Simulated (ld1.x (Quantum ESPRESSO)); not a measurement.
Cd: one change to a PAW potential, before and after

| Item | Value |
| --- | --- |
| Element | cadmium (Cd) |
| Generator | ld1.x (Quantum ESPRESSO) 7.5 |
| Type | PAW |
| Functional | PBE |
| Relativity | scalar-relativistic |
| Frozen core | [Kr] |
| Valence charge | 12 |
| Reference configuration | 4d10 5s1 5p0 (charge +1) |
| Partial waves | 5s (bound): rcut 1.70, rcutus 2.10 bohr; 5s channel at -0.1 Ry: rcut 1.70, rcutus 2.10 bohr; 5p (bound, empty): rcut 2.40, rcutus 3.05 bohr; 5p channel at 1.35 Ry: rcut 2.40, rcutus 3.05 bohr; 4d (bound): rcut 0.90, rcutus 1.25 bohr; 4d channel at 0.95 Ry: rcut 0.90, rcutus 1.25 bohr |
| Local potential | all-electron potential smoothed inside 2.05 bohr (lloc = -2) |
| Core correction | Bessel-smoothed model core inside 0.85 bohr |
| Augmentation charge | PSQ, inside the norm-conserving radii |

Change: wave 4d channel at 0.95 Ry: rcut 0.90, rcutus 1.25 bohr becomes 4d channel at -1.32 Ry: rcut 0.90, rcutus 1.25 bohr.

Cutoffs: the cutoffs (Ry, on a coarse ladder) from which the occupation-weighted sum of valence levels, in a spherical-Bessel basis at the reference potential, stays within 10 and 1 mRy of its value at 400 Ry; they do not see the model core or the augmentation charge, which bear on the density cutoff. Errors are all-electron minus pseudo energies relative to the spin-unpolarised reference configuration.

Problem. What does the change do?

Solution. The potential gets neither clearly harder nor softer (70 Ry and 140 Ry → 70 Ry and 140 Ry); the errors of the 7 common tests hardly move; neither file shows a bound ghost.

```csv
quantity,base,changed
"cutoff, loose",70 Ry,70 Ry
"cutoff, tight",140 Ry,140 Ry
bound ghosts,none,none
"error for 4d10 5s2 5p0, meV [ΔE -9.27 eV]",+0.9,+0.9
"error for 4d10 5s0 5p0, meV [ΔE 17.13 eV]",-4.9,-4.8
"error for 4d9 5s0 5p0, meV [ΔE 55.14 eV]",-128,-127
"error for 4d9 5s2 5p0, meV [ΔE 8.70 eV]",-70,-70
"error for 4d9 5s2 5p1, meV [ΔE 3.37 eV]",-68,-69
"error for 4d10 5s0 5p2, meV [ΔE 0.40 eV]",+0.3,+0.3
"error for 4d10 5s1 5p1, meV [ΔE -4.61 eV]",+0.9,+0.9
s: phases at 3.31 bohr within 0.05 rad from the reference energy up to (Ry; the scan ends near 5),3.5,3.5
p: phases at 3.31 bohr within 0.05 rad from the reference energy up to (Ry; the scan ends near 5),2.5,2.5
d: phases at 3.31 bohr within 0.05 rad from the reference energy up to (Ry; the scan ends near 5),to the end of the scan,4.4
lowest overlap eigenvalue by channel,"s 0.47, p 0.56, d 0.99","s 0.47, p 0.56, d 0.99"
```
